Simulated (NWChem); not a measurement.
Species: BCl$_{2}$ cation

```xyz
3

Cl    -1.6173    -0.0229     0.0201
B      0.0000     0.0000     0.0000
Cl     1.6173     0.0229    -0.0201
```
Atoms are numbered in this order, from 1.

Results from NWChem. Coordinates come from a PBE0/def2-SVP optimisation. Vzz is the largest principal value of the second derivative of the potential at the nucleus (NWChem prints the opposite sign); η is the asymmetry. Non-relativistic.

Problem. What does the run give for CAM-B3LYP/def2-SVP? Quantities: Vzz Cl3 (a.u.); η Cl3; Vzz B2 (a.u.); η B2.

Solution. 
| Quantity | Value |
|---|---|
| Vzz Cl3 (a.u.) | 1.940 |
| η Cl3 | 0.00 |
| Vzz B2 (a.u.) | -0.328 |
| η B2 | 0.00 |
